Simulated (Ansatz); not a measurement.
One change: `[SiH3][N]([SiH3])[GeH]` becomes `CN([SiH3])[SiH3]`.

Ansatz, PBE0-D4/def2-TZVP geometries, multiplicity 1. 

Scalar relativity is left out up to krypton.

| property | `[SiH3][N]([SiH3])[GeH]` |
| --- | --- |
| LUMO energy (PBE0/def2-TZVPP) / eV | -2.37 |
| HOMO energy (PBE/def2-TZVPP) / eV | -5.85 |
| size of the dipole moment (B3LYP/def2-TZVPP) / D | 0.31 |
| LUMO energy (PBE/def2-TZVPP) / eV | -3.17 |
| HOMO–LUMO gap (PBE0/def2-TZVPP) / eV | 4.54 |
| zero-point energy (PBE0-D4/def2-TZVP) / kJ/mol | 166.5 |

Problem. Give the same properties after the change, and the shifts. (Best estimate.)

Solution. Computed: 
```
                                        property  `CN([SiH3])[SiH3]`  shift
              LUMO energy (PBE0/def2-TZVPP) / eV                0.09   2.46
               HOMO energy (PBE/def2-TZVPP) / eV               -5.80   0.05
size of the dipole moment (B3LYP/def2-TZVPP) / D                0.87   0.56
               LUMO energy (PBE/def2-TZVPP) / eV               -0.76   2.41
            HOMO–LUMO gap (PBE0/def2-TZVPP) / eV                7.18   2.64
  zero-point energy (PBE0-D4/def2-TZVP) / kJ/mol               247.8   81.3
```

With PBE0 the HOMO falls by 0.17 eV and the LUMO rises by 2.46 eV, so the gap widens by about 2.63 eV. PBE moves the HOMO by 0.05 eV and ωB97M-V by -0.32 eV. The zero-point energy changes by 81.3 kJ/mol with +6 modes. Dipoles are sizes alone; their direction can turn.

B3LYP here is the variant with VWN-RPA as its local correlation; programs differ in this.
